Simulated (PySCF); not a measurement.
**Spinor energies of N²⁺ (nitrogen, charge +2)**

Start: [He] 2s2 2p1; 2p1/2 filled at m_j = +1/2. Calculated with PySCF 2.14 in an even-tempered Gaussian basis (19 s from 0.12 bohr⁻², ratio 2.4; 11 p from 0.16 bohr⁻², ratio 2.4; 6 d from 0.95 bohr⁻², ratio 2.6; 5 f from 1.4 bohr⁻², ratio 2.6): generalised Hartree-Fock with the X2C-1e Hamiltonian and a Gaussian nucleus; one run each with spin-orbit coupling (SO) switched off, then screened by Boettger's factors.

```csv
spinor shell,electrons,"ε, spin-free (eV)","ε, screened SO (eV)",weight of nominal j (screened SO),"rms radius, screened SO (bohr)"
1s1/2,2,-466.00,-465.99,1.000,0.264
2s1/2,2,-56.488,-56.485,0.999,1.28
2p1/2,1,-48.070,-48.084,0.907,1.24
```

```json
{"quantity": "E (hartree)", "spin-free": "-52.85112", "screened SO": "-52.85164"}
{"quantity": "M_J", "spin-free": "1/2", "screened SO": "1/2"}
{"quantity": "⟨J²⟩", "spin-free": "1.094", "screened SO": "1.034"}
{"quantity": "⟨L²⟩", "spin-free": "2.012", "screened SO": "2.012"}
{"quantity": "⟨S²⟩", "spin-free": "0.754", "screened SO": "0.754"}
```

Each row is a mean over spinors that exchange with the open shell spreads, by up to 1.280 eV (2s1/2).

⟨J²⟩ departs a little from M_J(M_J + 1) because the unrestricted spinors polarise the closed shells.

Without spin-orbit coupling the j labels of p, d and f shells carry no meaning; the spin-free column gives the mean over the occupied spinors of each nl shell, and its ⟨J²⟩ belongs to a mixture of degenerate components.
